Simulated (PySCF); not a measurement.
Species: C3H11B2N.
SMILES with atom numbers: `[CH3:1][BH:2][NH:3][B:4]([CH3:5])[CH3:6]` (hydrogens: H7, H8, H9 on C1; H10 on B2; H11 on N3; H12, H13, H14 on C5; H15, H16, H17 on C6)

All values: PBE0/pcSseg-1 and wB97X-D/def2-SVPD (PySCF, non-relativistic), on one gas-phase PBE0-D3(BJ)/def2-SVP geometry that isn't relaxed in the solvent. The solvent is an IEF-PCM continuum (Bondi radii, 1.10 Å for H, scaled by 1.2). Only the electrostatic response of the medium enters.

Gas phase at PBE0/pcSseg-1: HOMO -8.56 eV, LUMO -0.54 eV, dipole 0.92 D.

Task: What does the continuum do to the energy, the frontier levels and the dipole at PBE0/pcSseg-1 in chloroform?

Result: 
| solvent | ε | E(solvent) − E(gas) (kJ/mol) | polarisation term (kJ/mol) | distortion of the solute (kJ/mol) | HOMO (eV) | LUMO (eV) | dipole (D) |
| --- | --- | --- | --- | --- | --- | --- | --- |
| chloroform | 4.711 | -5.37 | -5.77 | 0.40 | -8.49 | -0.48 | 1.17 |

Polarisation term: ½ Σ q·V over the induced surface charges. Distortion: the rise of the solute's own energy as its density leaves the gas-phase optimum.

Task: Which Hirshfeld charges (PBE0/pcSseg-1) respond most in chloroform (means over atoms taken as equivalent)?

Result: 
```csv
atoms,environment,gas (e),solvent (e),change
H11,N–H hydrogen,+0.120,+0.127,+0.007
H10,B–H hydrogen,-0.063,-0.068,-0.005
B2,three-coordinate boron,+0.170,+0.168,-0.002
C5/C6,sp3 carbon bound to boron,-0.196,-0.198,-0.002
C1,sp3 carbon bound to boron,-0.196,-0.198,-0.002
H7/H8/H9,methyl hydrogen,+0.042,+0.043,+0.001
N3,boron-bound nitrogen,-0.215,-0.214,+0.001
B4,three-coordinate boron,+0.213,+0.212,-0.001
```

Task: How do the nuclear quadrupole coupling constants eQVzz/h respond in chloroform?

Result: 
| nucleus | Q (barn) | gas (MHz) | solvent (MHz) | η gas | η solvent |
| --- | --- | --- | --- | --- | --- |
| 11B at B2 | 0.04059 | 4.64 | 4.61 | 0.13 | 0.13 |
| 14N at N3 | 0.02044 | 1.66 | 1.51 | 0.01 | 0.03 |
| 11B at B4 | 0.04059 | 4.69 | 4.69 | 0.19 | 0.19 |

Gas phase at wB97X-D/def2-SVPD: HOMO -10.47 eV, LUMO 1.36 eV, dipole 0.94 D.

Task: What does the continuum do to the energy, the frontier levels and the dipole at wB97X-D/def2-SVPD in chloroform?

Result: 
```json
{"solvent": "chloroform", "ε": "4.711", "E(solvent) − E(gas) (kJ/mol)": "-5.30", "polarisation term (kJ/mol)": "-5.76", "distortion of the solute (kJ/mol)": "0.46", "HOMO (eV)": "-10.39", "LUMO (eV)": "1.42", "dipole (D)": "1.21"}
```

Task: How does the static polarisability (wB97X-D/def2-SVPD, frozen core, with the continuum's full static response) change?

Result: 
| medium | isotropic (au) | principal values (au) | ⟨r²⟩ of the electrons (bohr²) |
| --- | --- | --- | --- |
| gas | 75.1 | 58.8, 74.3, 92.0 | 897.1 |
| chloroform | 90.8 | 73.0, 91.3, 108.2 | 897.2 |

The isotropic value in chloroform is 1.21 times the gas-phase one; no cavity-field correction is applied. ⟨r²⟩ is taken about the centre of nuclear charge.

Hardware: Arm Neoverse V1, one thread, on a shared host. Cost: 15 s, 1.1 GiB resident at most. This is the whole shielding run at PBE0/pcSseg-1 in chloroform, SCF included.

The values belong to the conformer `[CH3:1][BH:2][NH:3][B:4]([CH3:5])[CH3:6]`: C1–B2–N3–B4 -179°, B2–N3–B4–C5 180°.

The pairwise dispersion term of wB97X-D wasn't added to the energies; at a given geometry it leaves orbitals and properties as they are.
